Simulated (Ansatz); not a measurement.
`CO[SiH]([SiH3])Cl` + H₂ → `CO[SiH2][SiH3]` + HCl  (hydrogenolysis of the Si–Cl bond)

Computed with Ansatz on PBE0-D4/def2-TZVP structures; ΔE is electronic, products minus reactants. CBS: MP2 limit from def2 TZ/QZ plus the TZ coupled-cluster correction, frozen cores. This one scheme is used for every species. DFT in def2-TZVPP. One conformer a species, not always the lowest.

```json
{"level": "BHLYP-D4", "ΔE (kJ/mol)": "93.1"}
{"level": "LC-ωPBE", "ΔE (kJ/mol)": "85.8"}
```

Q: What does CCSD(T)/CBS give? (An estimate is asked.)

A: The calculation gave: +94.2 kJ/mol. The listed levels differ from it by -1.1, -8.4 kJ/mol.

Largest T1 diagnostic among the species: 0.012.

The D4 term adds +10.0 kJ/mol with B3LYP and +5.5 kJ/mol with PBE0; it sums over pairs of atoms, weighted by their polarisabilities, and B3LYP, whose exchange is more repulsive, gets the larger term. At CCSD(T), def2-SVP lies −18.3 kJ/mol from the extrapolated value and def2-TZVPP −6.4 kJ/mol. Leaving LDA and LC-ωPBE aside and taking each functional with its dispersion term where it has one, the values, not all of them listed here, spread over 9.0 kJ/mol, from B2PLYP to r2SCAN-D4.

B3LYP here is the variant with VWN-RPA as its local correlation; programs differ in this.
